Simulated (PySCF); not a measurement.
## C₆ coefficients of unlike pairs at M06

Calculated with PySCF 2.14 from the dipole response of each species, C₆(A,B) = (3/π) ∫ α_A(iu) α_B(iu) du, in atomic units, from isotropic polarisabilities. For ions this is the dispersion term alone; charge-induced terms of lower order in 1/R come first.

```
species                configuration                                                                                 basis      relativity  α (bohr³)  C₆ (like pair)
     Tl  [Xe] 4f14 5d10 6s2 6p1 (2P)                                                 aug-cc-pVDZ-PP with ECP60MDF (5s4p3d)  core potential      84.73           786.4
     Ge       [Ar] 3d10 4s2 4p2 (3P)                                               aug-cc-pVTZ-PP with ECP10MDF (6s5p4d2f)  core potential      42.58           343.5
   Co²⁺                [Ar] 3d7 (4F)                                                           aug-cc-pwCVTZ (10s9p7d4f3g)            none      3.476           9.899
     S⁺            [Ne] 3s2 3p3 (4S)  aug-cc-pV(Q+d)Z with one added diffuse shell each of s, p, d, f, g type (8s7p6d4f3g)            none      10.91           52.47
```

(1) Estimate C₆ for Co²⁺ with Ge.

No spin-orbit coupling is included.

The other pairs:

| pair | C₆ |
| --- | --- |
| Ge, Tl | 509.3 |
| S⁺, Co²⁺ | 21.25 |
| S⁺, Ge | 126.2 |
| Co²⁺, Tl | 63.15 |
| S⁺, Tl | 176.0 |

Results:

(1) The integral gives 46.74. The combination rule 2 C_A C_B / (C_A α_B/α_A + C_B α_A/α_B) gives 45.56 and the geometric mean 58.32.
